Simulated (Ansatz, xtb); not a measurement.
**Ranking isomers of C5H5FO2**

6 gas-phase structures of C5H5FO2, from a drawn sample of its isomers (lower ones may exist). Each was relaxed with GFN2-xTB; where two conformers were screened, the lower at r2SCAN-D4/def2-SVP is listed:

A. `COc1ccc(F)o1`, a singlet
B. `COc1occc1F`, a singlet
C. `COc1cocc1F`, a singlet
D. `COc1ccoc1F`, a singlet
E. `COc1cc(F)co1`, a singlet
F. `COc1coc(F)c1`, a singlet

Question: Estimate their order in r2SCAN-D4/def2-SVP energy at these geometries, lowest first.

Answer: Calculated order at r2SCAN-D4/def2-SVP: A (0.000), E (0.083), F (0.095), B (0.246), D (0.328), C (0.386) eV. Less than 1 kcal/mol parts E and F, so the order within that pair means little.

Energies above the lowest of each column, in eV; the last columns are at PBE0-D3(BJ)/def2-SVP geometries:

```
structure  GFN2-xTB  HF/STO-3G  r2SCAN-D4/def2-SVP  PBE0-D3(BJ)/def2-SVP  CCSD(T)/def2-SVP + ΔMP2/def2-TZVPP
        A     0.003      0.000               0.000                 0.000                               0.000
        E     0.000      0.126               0.083                 0.096                               0.081
        F     0.018      0.121               0.095                 0.103                               0.095
        B     0.093      0.245               0.246                 0.266                               0.252
        D     0.171      0.284               0.328                 0.336                               0.318
        C     0.149      0.379               0.386                 0.400                               0.357
```

Every level run on A puts it lowest or level with the lowest. Flexible structures stand in one conformer each, not always the lowest. ΔMP2 is the change of the MP2 energy from the smaller to the larger basis.

Over these structures GFN2-xTB departs from r2SCAN-D4/def2-SVP by 0.065 eV on average once a common shift is removed. A GFN2-xTB relaxation took about 0.06 s and the r2SCAN-D4/def2-SVP energy about 3.3 s on a shared host (Ansatz 0.2.0, xtb 6.7.1).
